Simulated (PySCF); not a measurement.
GeF₂ + 2 Cl₂ → GeCl₄ + F₂

Level: B3LYP in the def2-TZVP basis family, all electrons, no relativity, computed in PySCF with density fitting; open shells unrestricted.

```
species                            state and structure       E (Eh)  ZPE (kJ/mol)  H(298 K) − H(0) (kJ/mol)  S° (J/(mol K))
   GeF₂  singlet, C2v, Ge–F 1.758 Å (×2); F–Ge–F 97.4°  -2276.91124           9.4                      11.9           271.8
    Cl₂                    singlet, D∞h, Cl–Cl 2.014 Å   -920.42200           3.2                       9.2           223.0
  GeCl₄                singlet, Td, Ge–Cl 2.138 Å (×4)  -3918.13349          14.7                      21.4           350.6
     F₂                      singlet, D∞h, F–F 1.396 Å   -199.59957           6.3                       8.8           202.2
```

Task: What is the electronic reaction energy?

Result: At B3LYP/def2-TZVP, ΔE = 58.2 kJ/mol from the differences of the total energies times 2625.5, uphill. Chlorination of this kind underlies dry etching.

Task: Add zero-point, thermal and entropy terms for 298.15 K and 1 bar.

Result: ΔZPE = 5.2 and Δ[H(298) − H(0)] = -0.1 kJ/mol give ΔH° = 63.3 kJ/mol. ΔS° = -165.0 J/(mol K), so ΔG° = 63.3 − 298.15 × (-0.1650) = 112 kJ/mol and log₁₀K = -19.7.

The structures come from searches over a few start shapes, so lower isomers are not excluded.
